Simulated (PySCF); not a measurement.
**Bond length, frequency and bond energy of TiN⁺ by level of theory**

State: triplet, unpaired electrons π ↑, δ ↑, a mixture of terms (⟨Lz²⟩ = 5.0). Set-up: Ti def2-TZVPPD, N def2-TZVPPD; no relativity (PySCF 2.14). De refers to Ti⁺ (3d2 4s1) + N in their high-spin ground configurations, without counterpoise correction. The functionals are run spin-unrestricted. A positive dipole points towards N; it is taken about the centre of mass and depends on that origin. Levels whose curve was spin-contaminated or gave no clean fit are not listed.

```json
{"Level": "UHF", "Re (Å)": "1.658", "ωe (cm⁻¹)": "1040", "De (eV)": "n/a", "μ (D)": "-7.11", "CPU s a point (SCF and correlation, without the integrals)": "3.3"}
{"Level": "UHF-CCSD", "Re (Å)": "1.685", "ωe (cm⁻¹)": "985", "De (eV)": "2.12", "μ (D)": "n/a", "CPU s a point (SCF and correlation, without the integrals)": "n/a"}
{"Level": "PBE", "Re (Å)": "1.704", "ωe (cm⁻¹)": "921", "De (eV)": "n/a", "μ (D)": "-5.27", "CPU s a point (SCF and correlation, without the integrals)": "2.5"}
{"Level": "revPBE", "Re (Å)": "1.710", "ωe (cm⁻¹)": "911", "De (eV)": "n/a", "μ (D)": "-5.31", "CPU s a point (SCF and correlation, without the integrals)": "1.3"}
{"Level": "r²SCAN", "Re (Å)": "1.695", "ωe (cm⁻¹)": "949", "De (eV)": "n/a", "μ (D)": "-5.62", "CPU s a point (SCF and correlation, without the integrals)": "3.1"}
{"Level": "M06-L", "Re (Å)": "1.700", "ωe (cm⁻¹)": "933", "De (eV)": "n/a", "μ (D)": "-5.74", "CPU s a point (SCF and correlation, without the integrals)": "7.8"}
{"Level": "r²SCANh", "Re (Å)": "1.685", "ωe (cm⁻¹)": "970", "De (eV)": "n/a", "μ (D)": "-5.74", "CPU s a point (SCF and correlation, without the integrals)": "4.6"}
{"Level": "PBE0", "Re (Å)": "1.677", "ωe (cm⁻¹)": "986", "De (eV)": "n/a", "μ (D)": "-5.71", "CPU s a point (SCF and correlation, without the integrals)": "4.4"}
{"Level": "B97-3", "Re (Å)": "1.680", "ωe (cm⁻¹)": "977", "De (eV)": "n/a", "μ (D)": "-5.78", "CPU s a point (SCF and correlation, without the integrals)": "4.3"}
{"Level": "HSE06", "Re (Å)": "1.679", "ωe (cm⁻¹)": "980", "De (eV)": "n/a", "μ (D)": "-5.71", "CPU s a point (SCF and correlation, without the integrals)": "4.1"}
```

Question: What does a quarter of exact exchange do here, going from PBE to PBE0?

Answer: PBE0 less PBE: -2.7 pm in Re, +7.1 % in ωe. Exact exchange removes part of the self-interaction that spreads semilocal densities, and in most molecules shortens and stiffens the bond and lowers De; so it does here.

Question: What does the step from GGA to meta-GGA do here, going from PBE to r²SCAN?

Answer: r²SCAN less PBE: -0.9 pm in Re, +3.0 % in ωe. 

Correlated steps freeze 6 core orbitals. De is left out where the level can put another filling of the metal’s s and d shells below the measured ground configuration, by anything from nothing to about 1 eV. For an ion De counts to the pair picked by the measured ionisation energies or electron affinities, which need not be the lowest pair at this level. Counting both spins, an empty level lies below a filled one in some of these solutions, because spin and occupation are held. The CCSD T1 diagnostic is raised, a sign that a single reference may not be enough here. The state is the lowest single determinant that the PBE0 search found; with open d or f shells the true ground state can be another one.

The whole job (state search and all levels along the bond) took about 22 min on 2 threads of Arm Neoverse V2 (shared host), peak memory 5.5 GiB.
